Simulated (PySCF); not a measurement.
Diatomics of Bi with group 14

r²SCAN with double-zeta basis sets in PySCF, for the lowest determinant that a PBE0 search found; no spin–orbit coupling. De refers to high-spin ground-configuration atoms. A positive dipole means M(−)Bi(+).

```
 M     basis  state (unpaired electrons)  Re (Å)  ωe (cm⁻¹)  De (eV)  μ (D)
Si  def2-SVP               doublet (π ↑)   2.477        375     2.45   0.76
Ge  def2-SVP               doublet (π ↑)   2.535        243     2.35   0.32
Pb  def2-SVP               doublet (π ↑)   2.811        144     1.92  -1.37
```

The row for M = Sn is missing. Estimate Re, ωe and De as the mean of the rows for Ge and Pb, and compare with the calculation.

The means are 2.673 Å, 194 cm⁻¹ and 2.13 eV. r²SCAN in def2-SVP gives SnBi as a doublet (π ↑) with Re = 2.727 Å, ωe = 182 cm⁻¹, De = 2.08 eV, so the estimate is off by -5.4 pm, +7 % and +0.05 eV.

Spin–orbit coupling is left out, which matters for elements this heavy, above all for dissociation energies. States were picked by a PBE0 search and need not be the measured ground states.
